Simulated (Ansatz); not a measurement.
`C[CH2][Ga]([CH3])[Cl]` + H₂ → `C[CH2][GaH][Cl]` + CH₄ at 700 K and 1 bar (hydrogenolysis of a Ga–C bond).

Program: Ansatz. Geometries: PBE0-D4/def2-TZVP. ΔE: electronic, gas phase. CCSD(T)/CBS is the MP2 limit (def2-TZVPP, def2-QZVPP) plus CCSD(T) − MP2 in def2-TZVPP, frozen cores. This one scheme is used for every species. For Ga outer-core shells are correlated without core-valence functions, which leaves a few kJ/mol of doubt a bond. Scalar relativity is left out up to krypton. One conformer a species, not always the lowest.

| species | CCSD(T)/CBS energy (Eh) | H − E (kJ/mol) | S (J/(mol·K)) |
| --- | --- | --- | --- |
| `C[CH2][Ga]([CH3])[Cl]` | -2502.76657 | 359.0 | 537.5 |
| H₂ | -1.17544 | 46.8 | 155.3 |
| `C[CH2][GaH][Cl]` | -2463.48892 | 262.6 | 459.0 |
| CH₄ | -40.46206 | 145.9 | 224.0 |

H − E and S are ideal-gas, rigid-rotor, harmonic terms from PBE0-D4/def2-TZVP, for one conformer and one mirror image of each species. The MP2-based limit puts H₂ 0.8 mEh under its directly extrapolated value; such offsets cancel only in part. 1 Eh = 2625.50 kJ/mol, R = 8.31446 J/(mol·K).

Q: By hand: ΔE, ΔH, ΔS and ΔG.

A: ΔE = (-2463.48892) + (-40.46206) − (-2502.76657) − (-1.17544) = -0.00897 Eh = -23.6 kJ/mol. Δ(H − E) = 262.6 + 145.9 − 359.0 − 46.8 = 2.7, so ΔH = -20.9 kJ/mol. ΔS = 459.0 + 224.0 − 537.5 − 155.3 = -9.8 J/(mol·K). ΔG = -20.9 − 700 × (-9.8)/1000 = -14.0 kJ/mol.

Q: By hand: the equilibrium constant, and the temperature at which ΔG would vanish if ΔH and ΔS stayed fixed.

A: log₁₀ K = −ΔG/(RT ln 10) = 1.0. ΔG = 0 at ΔH/ΔS = 2133 K, though so small a ΔS makes that figure unsure.

The number of gas molecules stays the same, so ΔS is small and ΔH decides. A doubt of 5 kJ/mol in ΔE shifts log₁₀ K by 0.4 here. Other conformers and mirror images would add mixing entropy, several J/(mol·K) or more a flexible species. Modes under 60 cm⁻¹, often nearly free rotors, make the harmonic entropy too high. These are equilibria of isolated gas molecules and say nothing of rates. Largest T1 diagnostic: 0.011 (customary marks: 0.02 for closed shells, 0.045 for open ones).
